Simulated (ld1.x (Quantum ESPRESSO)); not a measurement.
tin (Sn), ultrasoft: configuration errors across variants

* Element: Sn (Z = 50)
* Generator: ld1.x (Quantum ESPRESSO) 7.5
* Type: ultrasoft
* Functional: PBE
* Relativity: fully relativistic
* Frozen core: [Kr] 4d10
* Valence charge: 4
* Reference configuration: 5s2 5p0 (charge +2)
* Partial waves: 5s (bound): rcut 1.80, rcutus 2.05 bohr; 5s channel at -0.95 Ry: rcut 1.80, rcutus 2.05 bohr; 5p (bound, empty): rcut 2.15, rcutus 2.50 bohr; 5p channel at 0.95 Ry: rcut 2.15, rcutus 2.50 bohr; 5d channel at -0.15 Ry: rcut 1.60, rcutus 2.05 bohr
* Local potential: all-electron potential smoothed inside 1.95 bohr (lloc = -2)
* Core correction: a·sin(br)/r model core, default radius (core density twice the valence density)
* Augmentation charge: PSQ, inside the norm-conserving radii

Open shells are filled in proportion to 2j + 1 (rel_dist='average').

All-electron excitation energies from the reference (eV): (1) 5s2 5p2 -20.858; (2) 5s2 5p1 -13.971; (3) 5s1 5p0 30.970; (4) 5s2 5p1.5 -18.236; (5) 5s1 5p2 -6.341; (6) 5s1 5p3 -13.899; (7) 5s0 5p4 -6.711.

The default core radius of the base comes out at 1.82 bohr.

3 further variants failed, have other tests or another functional or relativity, and are left out.

A true bound ghost makes a file unfit for plane-wave use even where its test errors are small: the radial tests pick states by their node count and pass the ghost by.

Errors AE − PS in meV (a dash: test not solved or not reliable):

```csv
change,(1),(2),(3),(4),(5),(6),(7),bound ghosts
base,-62,-27,-128,-47,-3.0,-18,-3.9,none
"augmentation built from norm-conserving waves at rcut, not smoothed further",-55,-24,-108,-41,-9.6,-25,-29,none
"waves 5s (bound): rcut 1.80, rcutus 2.28 bohr; 5s channel at -0.95 Ry: rcut 1.80, rcutus 2.28 bohr",-63,-27,-123,-47,-2.5,-18,-0.6,none
local potential all-electron potential smoothed inside 1.75 bohr (lloc = -1),-62,-27,-128,-47,-3.0,-17,-3.6,none
"waves 5p (bound): rcut 2.15, rcutus 3.02 bohr; 5p channel at 0.95 Ry: rcut 2.15, rcutus 3.02 bohr",-54,-24,-128,-41,-18,-30,-57,none
"added wave 5d channel at 1.65 Ry: rcut 1.60, rcutus 2.05 bohr",-62,-27,-128,-47,-3.0,-18,-3.9,"d5/2, d3/2"
local potential all-electron potential smoothed inside 1.02 bohr (lloc = -2),-65,-27,-128,-48,-3.8,-21,-7.9,"s, p3/2, p1/2"
"wave 5d channel at -0.15 Ry: rcut 1.60, rcutus 2.05 bohr becomes 5d channel at -0.15 Ry: rcut 1.60, rcutus 1.80 bohr",-62,-27,-128,-47,-3.0,-18,-3.9,"d5/2, d3/2"
"wave 5d channel at -0.15 Ry: rcut 1.60, rcutus 2.05 bohr becomes 5d channel at 6.87 Ry: rcut 1.60, rcutus 2.05 bohr",-62,-27,-128,-47,-3.0,-18,-3.9,none
```

Q: Give the same row for: core correction a·sin(br)/r model core inside 1.00 bohr.

A: -65, -28, -143, -49, -6.7, -22, -17; bound ghosts: none.
